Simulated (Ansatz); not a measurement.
Species: ethoxygermane, C$_{2}$H$_{8}$GeO, net charge 0, singlet state. 
Geometry from a B3LYP-D3(BJ)/def2-TZVP (Ansatz, an electronic-structure program) optimisation:
SMILES: CC[O][GeH3]
```xyz
12

C      2.8889    -0.1220     0.0285
C      1.5041    -0.0035    -0.5744
O      0.5411    -0.0702     0.4702
Ge    -1.1939     0.0443     0.0486
H      2.9927    -1.0698     0.5583
H      3.0651     0.6882     0.7374
H      3.6512    -0.0739    -0.7523
H      1.4112     0.9457    -1.1198
H      1.3388    -0.8127    -1.2989
H     -1.9285    -0.0620     1.3888
H     -1.4550     1.3955    -0.6493
H     -1.5584    -1.1130    -0.9047
```

Basis-set convergence of Hartree-Fock and MP2 correlation energies (hartree) with Ansatz. Cores are frozen in the correlated levels unless marked. No spin-orbit coupling. The frozen core is the preceding noble-gas configuration, with the filled d and f shells of earlier blocks. No relativistic terms.

```
basis        functions        E(HF)  E(corr, MP2)
-----------  ---------  -----------  ------------
aug-cc-pVDZ        177  -2230.61153      -0.60923
aug-cc-pVTZ        381  -2230.72658      -0.73304
aug-cc-pVQZ        701  -2230.74023      -0.77496
```

Extrapolating the two largest sets (X = 3 and 4) as X^-3: E(corr) = (64·(-0.77496) - 27·(-0.73304))/37 = -0.8056 Eh, an estimate of the basis-set limit. The largest set recovers 96.2 % of it, the smallest 75.6 %.
